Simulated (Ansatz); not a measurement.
Ti(Cl)4 anion (Cl4Ti), SMILES [Ti]([Cl])([Cl])([Cl])[Cl] (connectivity only; charge and spin as stated), charge -1, multiplicity 2. Atoms are numbered in the order given.

```xyz
5

Ti     0.0000     0.0000     0.0000
Cl     1.3856     1.2866    -1.2866
Cl    -1.3856     1.2866     1.2866
Cl    -1.3856    -1.2866    -1.2866
Cl     1.3856    -1.2866     1.2866
```
Charge -1, spin multiplicity 2.

Geometry: PBE0-D3(BJ)/def2-SVPD. The spin state was assumed, not searched. The isomer is the one that the SMILES or the coordinates give; other isomers of the formula were not compared.

Two levels are set side by side: PBE-D3(BJ)/def2-SVPD (Ansatz, a quantum-chemistry and plane-wave program) and PBE0-D3(BJ)/def2-SVPD (Ansatz). Each level has its own optimised geometry; the coordinates shown are those of the second. Differences are taken from unrounded values.

```json
[
 {"quantity": "mean bond length (Å)", "PBE0-D3(BJ)": "2.287", "PBE-D3(BJ)": "2.296", "PBE-D3(BJ) minus PBE0-D3(BJ)": "0.009"},
 {"quantity": "bond Ti1–Cl2 (Å)", "PBE0-D3(BJ)": "2.287", "PBE-D3(BJ)": "2.296", "PBE-D3(BJ) minus PBE0-D3(BJ)": "0.009"},
 {"quantity": "bond Ti1–Cl3 (Å)", "PBE0-D3(BJ)": "2.287", "PBE-D3(BJ)": "2.296", "PBE-D3(BJ) minus PBE0-D3(BJ)": "0.009"},
 {"quantity": "bond Ti1–Cl4 (Å)", "PBE0-D3(BJ)": "2.287", "PBE-D3(BJ)": "2.296", "PBE-D3(BJ) minus PBE0-D3(BJ)": "0.009"},
 {"quantity": "bond Ti1–Cl5 (Å)", "PBE0-D3(BJ)": "2.287", "PBE-D3(BJ)": "2.296", "PBE-D3(BJ) minus PBE0-D3(BJ)": "0.009"}
]
```

GGA bonds tend to be longer and softer than those of functionals with exact exchange. Differences between two approximate levels are no errors against the true value.
